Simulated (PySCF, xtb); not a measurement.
FeF3, SMILES [F][Fe]([F])[F] (connectivity only; charge and spin as stated), neutral, multiplicity 6.

Harmonic wavenumbers (cm⁻¹) from GFN2-xTB run with xtb at its own minimum, in rising order: 175, 195, 195, 472, 474, 475.

Question: What does PBE0-D3(BJ)/def2-SVP (PySCF) give at its own minimum? (Estimate from the structure and the level; the computed values follow.)

Answer: 127, 162, 162, 650, 741, 741. Paired by order, the mean absolute difference is 138 cm⁻¹ and the zero-point energies are 2.8 and 3.7 kcal/mol.
